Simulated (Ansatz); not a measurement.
Relaxation of `[SeH]CCCCc1ccc(-c2ccc(-c3cccs3)s2)s1` with charge +1 with UKS r2SCAN-D4/def2-SVP.

```sh
$ ansatz run in.yaml --threads 2 --pin off --events-out ev --progress --plain --max-ram 22528MiB --backend cuda --devices 0, --max-vram 18GiB
```

```yaml
crystal:
  periodic: [false, false, false]
  atoms:
    - {symbol: Se, position_ang: [5.874066, 1.738873, 1.119545]}
    - {symbol: C, position_ang: [6.366167, 0.262963, -0.094198]}
    - {symbol: C, position_ang: [5.656776, -1.062761, 0.163909]}
    - {symbol: C, position_ang: [4.129629, -1.018596, 0.176007]}
    - {symbol: C, position_ang: [3.515931, -0.470556, -1.118959]}
    - {symbol: C, position_ang: [2.021873, -0.526656, -1.144771]}
    - {symbol: C, position_ang: [1.196019, -1.266225, -1.965055]}
    - {symbol: C, position_ang: [-0.185077, -1.088372, -1.693119]}
    - {symbol: C, position_ang: [-0.428365, -0.206063, -0.651836]}
    - {symbol: C, position_ang: [-1.685424, 0.224545, -0.093900]}
    - {symbol: C, position_ang: [-1.928857, 1.153789, 0.909771]}
    - {symbol: C, position_ang: [-3.298682, 1.318486, 1.206486]}
    - {symbol: C, position_ang: [-4.132324, 0.521856, 0.432674]}
    - {symbol: C, position_ang: [-5.573597, 0.446522, 0.465370]}
    - {symbol: C, position_ang: [-6.463010, 1.321316, 1.076284]}
    - {symbol: C, position_ang: [-7.819300, 0.935973, 0.922504]}
    - {symbol: C, position_ang: [-7.966820, -0.223347, 0.194534]}
    - {symbol: S, position_ang: [-6.442102, -0.860284, -0.297280]}
    - {symbol: S, position_ang: [-3.189948, -0.439404, -0.678147]}
    - {symbol: S, position_ang: [1.080326, 0.398291, -0.011223]}
    - {symbol: H, position_ang: [6.304262, 1.035372, 2.339298]}
    - {symbol: H, position_ang: [6.130973, 0.664848, -1.092378]}
    - {symbol: H, position_ang: [7.458033, 0.137416, -0.048838]}
    - {symbol: H, position_ang: [6.009237, -1.478142, 1.124663]}
    - {symbol: H, position_ang: [5.998199, -1.772435, -0.614845]}
    - {symbol: H, position_ang: [3.787074, -0.399400, 1.023413]}
    - {symbol: H, position_ang: [3.741436, -2.035694, 0.355036]}
    - {symbol: H, position_ang: [3.888800, -1.045505, -1.985056]}
    - {symbol: H, position_ang: [3.847296, 0.573690, -1.267911]}
    - {symbol: H, position_ang: [1.584398, -1.919321, -2.750302]}
    - {symbol: H, position_ang: [-0.987210, -1.585470, -2.243514]}
    - {symbol: H, position_ang: [-1.125404, 1.693765, 1.416689]}
    - {symbol: H, position_ang: [-3.677458, 1.989399, 1.979909]}
    - {symbol: H, position_ang: [-6.138509, 2.222453, 1.599992]}
    - {symbol: H, position_ang: [-8.662956, 1.499353, 1.327012]}
    - {symbol: H, position_ang: [-8.885451, -0.740699, -0.081784]}
basis:
  gaussian: {orbitals: def2-SVP}
total_charge: 1
magnetization: {spin_polarized: true, initial_magnetization: 1}
hamiltonian: {xc: r2scan, dispersion: d4}
scf: {lower_state_search: "off"}
output: {orbitals: {seedname: orbitals}}
relax: {f_tol: 0.03, max_steps: 70}
```

Hardware: 2 threads of AMD EPYC 7R13 on a shared host and a share (18 GiB) of an NVIDIA H100 80GB HBM3. Wall time 50 s.

Positions (Å) and forces (eV/Å) at steps 1, 2, 3, 4, 5, 7, 8 of 10:

```xyz
36
step=1 energy=-114660.0399 eV
Se    5.874    1.739    1.120   -0.010   -0.059   -0.048
C     6.366    0.263   -0.094   -0.007    0.000   -0.056
C     5.657   -1.063    0.164    0.009   -0.005   -0.022
C     4.130   -1.019    0.176    0.022   -0.093    0.205
C     3.516   -0.471   -1.119   -0.137   -0.046   -0.174
C     2.022   -0.527   -1.145    0.290    0.473    0.500
C     1.196   -1.266   -1.965   -0.896   -0.327   -0.358
C    -0.185   -1.088   -1.693    0.509   -0.530   -0.613
C    -0.428   -0.206   -0.652   -0.544    0.599    0.714
C    -1.685    0.225   -0.094    0.500   -0.712   -0.777
C    -1.929    1.154    0.910   -0.630    0.609    0.755
C    -3.299    1.318    1.206    1.037    0.497    0.341
C    -4.132    0.522    0.433   -0.832   -0.473   -0.498
C    -5.574    0.447    0.465    0.744   -0.340   -0.192
C    -6.463    1.321    1.076   -0.616    0.285    0.302
C    -7.819    0.936    0.923    0.343    0.554    0.276
C    -7.967   -0.223    0.195    0.437   -0.264   -0.200
S    -6.442   -0.860   -0.297   -0.144   -0.214   -0.198
S    -3.190   -0.439   -0.678   -0.149   -0.253   -0.226
S     1.080    0.398   -0.011    0.252    0.183    0.170
H     6.304    1.035    2.339    0.004    0.000    0.025
H     6.131    0.665   -1.092    0.027    0.021   -0.016
H     7.458    0.137   -0.049   -0.013    0.024    0.024
H     6.009   -1.478    1.125   -0.051   -0.008   -0.026
H     5.998   -1.772   -0.615    0.002    0.024    0.028
H     3.787   -0.399    1.023   -0.016    0.023    0.009
H     3.741   -2.036    0.355    0.021    0.008    0.000
H     3.889   -1.046   -1.985   -0.031    0.014    0.012
H     3.847    0.574   -1.268   -0.068    0.034    0.024
H     1.584   -1.919   -2.750   -0.037    0.007    0.004
H    -0.987   -1.585   -2.244    0.025   -0.033   -0.036
H    -1.125    1.694    1.417   -0.039    0.012    0.028
H    -3.677    1.989    1.980    0.042    0.013   -0.005
H    -6.139    2.222    1.600   -0.043    0.011    0.022
H    -8.663    1.499    1.327    0.023    0.001   -0.009
H    -8.885   -0.741   -0.082   -0.027   -0.035    0.013
36
step=2 energy=-114660.1184 eV
Se    5.844    1.729    1.100   -0.020    0.050   -0.019
C     6.348    0.257   -0.110    0.005   -0.010    0.069
C     5.634   -1.063    0.161    0.028   -0.021   -0.037
C     4.107   -1.014    0.190    0.037   -0.043    0.057
C     3.492   -0.459   -1.106   -0.112   -0.010   -0.109
C     2.003   -0.513   -1.129    0.211    0.250    0.224
C     1.178   -1.261   -1.961   -0.411   -0.152   -0.098
C    -0.192   -1.096   -1.686    0.307   -0.193   -0.262
C    -0.432   -0.205   -0.638   -0.409    0.341    0.408
C    -1.683    0.213   -0.092    0.409   -0.412   -0.430
C    -1.924    1.154    0.917   -0.381    0.296    0.278
C    -3.283    1.332    1.191    0.516    0.148    0.155
C    -4.113    0.516    0.412   -0.549   -0.232   -0.226
C    -5.542    0.433    0.454    0.511   -0.090   -0.119
C    -6.426    1.308    1.091   -0.292    0.097    0.047
C    -7.775    0.939    0.919    0.164    0.144    0.195
C    -7.917   -0.223    0.181    0.125   -0.146   -0.196
S    -6.406   -0.857   -0.346   -0.196    0.046    0.087
S    -3.179   -0.463   -0.690   -0.014    0.052    0.076
S     1.072    0.420    0.004    0.114   -0.087   -0.084
H     6.275    1.033    2.325    0.000   -0.005   -0.010
H     6.127    0.656   -1.114    0.000    0.000    0.005
H     7.439    0.135   -0.046   -0.016   -0.012   -0.014
H     5.986   -1.477    1.121    0.004    0.009   -0.007
H     5.969   -1.778   -0.615   -0.024   -0.010    0.010
H     3.771   -0.393    1.039    0.005    0.009   -0.012
H     3.719   -2.031    0.369    0.000    0.004   -0.010
H     3.863   -1.026   -1.978    0.003    0.011    0.021
H     3.813    0.590   -1.244    0.005    0.007    0.027
H     1.569   -1.910   -2.747    0.015    0.011    0.016
H    -0.992   -1.599   -2.236    0.004   -0.001    0.005
H    -1.123    1.693    1.430   -0.001   -0.010   -0.011
H    -3.666    2.012    1.955   -0.006   -0.007   -0.022
H    -6.099    2.199    1.632   -0.004   -0.022    0.001
H    -8.619    1.497    1.329   -0.004   -0.029   -0.007
H    -8.838   -0.745   -0.083   -0.022    0.017   -0.010
36
step=3 energy=-114660.1365 eV
Se    5.824    1.740    1.080    0.004   -0.033    0.009
C     6.339    0.257   -0.112    0.013    0.011   -0.017
C     5.631   -1.067    0.157   -0.003    0.021    0.006
C     4.105   -1.019    0.192    0.017   -0.022    0.013
C     3.489   -0.452   -1.100   -0.046    0.017   -0.043
C     2.003   -0.505   -1.121    0.033    0.024    0.083
C     1.176   -1.269   -1.948   -0.071    0.012   -0.003
C    -0.187   -1.106   -1.677    0.101   -0.020   -0.001
C    -0.432   -0.207   -0.627   -0.108    0.043    0.083
C    -1.678    0.203   -0.093    0.103   -0.047   -0.092
C    -1.928    1.164    0.911   -0.120   -0.004    0.041
C    -3.280    1.337    1.180    0.100    0.030   -0.044
C    -4.114    0.511    0.396   -0.105   -0.070    0.003
C    -5.533    0.429    0.442    0.117    0.006    0.030
C    -6.415    1.298    1.105   -0.060   -0.078    0.048
C    -7.761    0.930    0.944    0.040    0.047   -0.119
C    -7.912   -0.200    0.150    0.045   -0.115    0.094
S    -6.408   -0.851   -0.367   -0.146    0.178   -0.030
S    -3.173   -0.478   -0.691    0.014    0.091    0.104
S     1.073    0.420    0.016    0.045   -0.077   -0.139
H     6.255    1.046    2.306   -0.014    0.030    0.013
H     6.122    0.650   -1.118    0.006   -0.023   -0.010
H     7.430    0.138   -0.045   -0.005    0.003   -0.002
H     5.986   -1.481    1.116    0.008    0.001    0.005
H     5.962   -1.783   -0.619   -0.004    0.002   -0.001
H     3.772   -0.400    1.044    0.005   -0.001   -0.011
H     3.717   -2.036    0.365   -0.010    0.002   -0.009
H     3.860   -1.010   -1.977    0.006    0.007    0.009
H     3.808    0.600   -1.225    0.019   -0.011    0.019
H     1.570   -1.921   -2.730    0.028    0.011    0.007
H    -0.984   -1.616   -2.224   -0.010    0.014    0.013
H    -1.130    1.708    1.420    0.017   -0.011   -0.019
H    -3.666    2.026    1.934   -0.020   -0.014   -0.013
H    -6.083    2.171    1.671    0.007   -0.023   -0.021
H    -8.602    1.477    1.373   -0.008   -0.020   -0.017
H    -8.838   -0.705   -0.130    0.001    0.021    0.012
36
step=4 energy=-114660.1432 eV
Se    5.817    1.742    1.069   -0.001   -0.017   -0.013
C     6.341    0.256   -0.116    0.018   -0.002   -0.004
C     5.636   -1.069    0.156   -0.009    0.010    0.007
C     4.110   -1.024    0.193    0.001   -0.007    0.004
C     3.493   -0.450   -1.097   -0.003    0.023   -0.007
C     2.008   -0.503   -1.116   -0.056   -0.011    0.000
C     1.180   -1.271   -1.942    0.042    0.024    0.030
C    -0.181   -1.113   -1.671    0.001    0.039    0.060
C    -0.431   -0.208   -0.621    0.041   -0.058   -0.068
C    -1.677    0.199   -0.094   -0.052    0.084    0.055
C    -1.933    1.165    0.908    0.004   -0.066   -0.047
C    -3.282    1.338    1.174   -0.054   -0.026   -0.051
C    -4.119    0.506    0.394    0.083    0.019    0.034
C    -5.535    0.427    0.439   -0.067    0.070   -0.023
C    -6.416    1.288    1.118    0.017   -0.056   -0.010
C    -7.763    0.933    0.947    0.004   -0.069   -0.005
C    -7.921   -0.196    0.153    0.040    0.041   -0.051
S    -6.424   -0.819   -0.410   -0.076    0.050    0.086
S    -3.173   -0.483   -0.688    0.010    0.027    0.058
S     1.075    0.425    0.013    0.020   -0.044   -0.063
H     6.242    1.060    2.304   -0.008    0.012    0.002
H     6.126    0.642   -1.126    0.001   -0.003    0.001
H     7.432    0.140   -0.047    0.001    0.005    0.003
H     5.993   -1.481    1.115    0.004   -0.002    0.005
H     5.966   -1.786   -0.620    0.006    0.002   -0.003
H     3.778   -0.407    1.046    0.000   -0.006   -0.005
H     3.721   -2.042    0.361   -0.003    0.000   -0.004
H     3.865   -1.001   -1.977    0.001    0.004    0.000
H     3.813    0.603   -1.213    0.011   -0.012    0.011
H     1.577   -1.924   -2.722    0.021    0.003    0.004
H    -0.977   -1.626   -2.216   -0.012    0.008    0.012
H    -1.136    1.714    1.415    0.016   -0.008   -0.012
H    -3.671    2.031    1.922   -0.015   -0.009   -0.005
H    -6.080    2.151    1.696    0.006   -0.026   -0.006
H    -8.603    1.476    1.386   -0.003   -0.017   -0.002
H    -8.850   -0.692   -0.133    0.010    0.019    0.010
36
step=5 energy=-114660.1417 eV rejected
Se    5.802    1.768    0.993    0.013   -0.030   -0.002
C     6.357    0.238   -0.119    0.054    0.012   -0.081
C     5.638   -1.075    0.169    0.089   -0.066   -0.026
C     4.112   -1.042    0.181   -0.092   -0.074    0.058
C     3.491   -0.413   -1.081   -0.089   -0.024   -0.086
C     2.002   -0.478   -1.103    0.148   -0.083   -0.051
C     1.198   -1.282   -1.917   -0.026    0.029    0.023
C    -0.170   -1.145   -1.655   -0.004   -0.002   -0.017
C    -0.442   -0.224   -0.629   -0.034    0.004    0.048
C    -1.693    0.185   -0.106    0.072   -0.089   -0.101
C    -1.938    1.171    0.871   -0.016    0.076    0.086
C    -3.287    1.352    1.147    0.087    0.011    0.019
C    -4.127    0.503    0.394   -0.100    0.011   -0.013
C    -5.547    0.443    0.434    0.085   -0.024    0.020
C    -6.421    1.252    1.179   -0.095    0.016    0.013
C    -7.772    0.914    0.990    0.062    0.064    0.022
C    -7.931   -0.145    0.108   -0.107    0.022    0.051
S    -6.448   -0.734   -0.493    0.146   -0.069   -0.078
S    -3.191   -0.522   -0.661    0.033    0.016   -0.019
S     1.049    0.450    0.000    0.030    0.012   -0.012
H     6.242    1.156    2.260   -0.023    0.014   -0.011
H     6.191    0.587   -1.155   -0.027   -0.014    0.112
H     7.444    0.111   -0.003   -0.042    0.045    0.004
H     5.975   -1.472    1.143    0.008    0.027   -0.026
H     5.993   -1.804   -0.586   -0.066    0.023    0.028
H     3.752   -0.481    1.063    0.049    0.002   -0.053
H     3.741   -2.077    0.294   -0.016    0.076   -0.009
H     3.857   -0.922   -1.990    0.030   -0.010    0.050
H     3.809    0.643   -1.154    0.003    0.035    0.036
H     1.620   -1.939   -2.682   -0.031    0.016    0.028
H    -0.959   -1.681   -2.190    0.019   -0.002    0.000
H    -1.123    1.728    1.343   -0.095    0.010    0.013
H    -3.672    2.066    1.876   -0.001    0.008   -0.009
H    -6.081    2.064    1.824    0.014   -0.014    0.006
H    -8.611    1.421    1.471    0.035   -0.016   -0.006
H    -8.858   -0.616   -0.214   -0.112   -0.012   -0.017
36
step=7 energy=-114660.1511 eV
Se    5.773    1.768    0.990    0.027   -0.050    0.027
C     6.345    0.245   -0.125    0.001    0.028   -0.058
C     5.642   -1.078    0.164    0.014   -0.004    0.005
C     4.115   -1.042    0.189   -0.016   -0.014    0.010
C     3.498   -0.432   -1.084   -0.014   -0.006   -0.015
C     2.012   -0.493   -1.105    0.038   -0.041   -0.029
C     1.196   -1.290   -1.914    0.010    0.008    0.001
C    -0.168   -1.140   -1.649   -0.026   -0.006   -0.004
C    -0.430   -0.215   -0.623    0.003    0.002    0.016
C    -1.681    0.198   -0.104    0.015    0.002   -0.019
C    -1.938    1.176    0.881    0.035   -0.004    0.010
C    -3.287    1.350    1.150   -0.001    0.010    0.014
C    -4.123    0.506    0.385   -0.028    0.004   -0.011
C    -5.542    0.438    0.426   -0.013    0.001   -0.007
C    -6.413    1.244    1.181    0.025    0.001    0.015
C    -7.763    0.912    0.992   -0.023   -0.039   -0.043
C    -7.932   -0.140    0.099   -0.040    0.059    0.059
S    -6.448   -0.729   -0.515    0.068    0.033    0.024
S    -3.176   -0.500   -0.679    0.002   -0.015   -0.010
S     1.070    0.447   -0.002   -0.016    0.030    0.014
H     6.188    1.140    2.257   -0.022    0.030    0.003
H     6.157    0.598   -1.153    0.007   -0.023    0.018
H     7.435    0.139   -0.020   -0.017    0.012    0.005
H     5.993   -1.474    1.132    0.001    0.005   -0.006
H     5.984   -1.804   -0.599   -0.012    0.010    0.006
H     3.770   -0.455    1.059    0.010    0.001   -0.010
H     3.733   -2.068    0.325   -0.001    0.016   -0.001
H     3.872   -0.956   -1.980    0.006   -0.001    0.013
H     3.818    0.624   -1.165   -0.007    0.002    0.008
H     1.608   -1.954   -2.677   -0.014    0.003    0.005
H    -0.961   -1.671   -2.180    0.011   -0.003   -0.002
H    -1.135    1.734    1.369   -0.028    0.009    0.011
H    -3.679    2.057    1.882    0.007    0.002   -0.002
H    -6.068    2.048    1.836   -0.013   -0.055   -0.036
H    -8.598    1.418    1.482    0.024   -0.020   -0.014
H    -8.867   -0.602   -0.224   -0.010    0.014    0.005
36
step=8 energy=-114660.1523 eV
Se    5.762    1.771    0.976   -0.001    0.012   -0.010
C     6.343    0.245   -0.132    0.017    0.001    0.019
C     5.643   -1.078    0.164    0.010   -0.011   -0.002
C     4.117   -1.044    0.191   -0.013   -0.007    0.003
C     3.499   -0.435   -1.084   -0.003   -0.003   -0.004
C     2.014   -0.497   -1.105    0.022   -0.035   -0.031
C     1.197   -1.299   -1.908    0.017    0.013    0.008
C    -0.167   -1.146   -1.643   -0.027   -0.001    0.006
C    -0.429   -0.214   -0.624    0.016    0.000   -0.003
C    -1.679    0.201   -0.107   -0.001    0.007   -0.003
C    -1.937    1.180    0.878    0.032   -0.014    0.000
C    -3.286    1.352    1.147   -0.012    0.008   -0.001
C    -4.122    0.509    0.379   -0.001    0.001    0.009
C    -5.540    0.441    0.421   -0.035   -0.008    0.003
C    -6.409    1.229    1.198    0.035    0.010    0.013
C    -7.760    0.905    1.003   -0.025   -0.035   -0.043
C    -7.933   -0.123    0.083   -0.031    0.038    0.053
S    -6.450   -0.702   -0.545    0.047    0.055    0.026
S    -3.174   -0.498   -0.683   -0.001   -0.006   -0.011
S     1.072    0.453   -0.009   -0.016    0.015    0.012
H     6.155    1.162    2.259   -0.002   -0.013   -0.029
H     6.159    0.589   -1.163   -0.004    0.008    0.029
H     7.433    0.145   -0.020   -0.012    0.002   -0.003
H     5.996   -1.468    1.135    0.000    0.004   -0.007
H     5.986   -1.806   -0.595   -0.008    0.004    0.004
H     3.772   -0.455    1.059    0.005    0.001   -0.007
H     3.734   -2.070    0.328    0.001    0.011    0.000
H     3.875   -0.959   -1.979    0.002   -0.001    0.009
H     3.818    0.621   -1.163   -0.006   -0.002    0.002
H     1.609   -1.969   -2.666   -0.014    0.001    0.003
H    -0.960   -1.682   -2.171    0.010   -0.002   -0.003
H    -1.135    1.738    1.367   -0.021    0.008    0.011
H    -3.678    2.060    1.878    0.007    0.002   -0.001
H    -6.061    2.013    1.875   -0.017   -0.057   -0.046
H    -8.593    1.400    1.508    0.024   -0.019   -0.018
H    -8.870   -0.571   -0.252    0.004    0.013    0.011
```
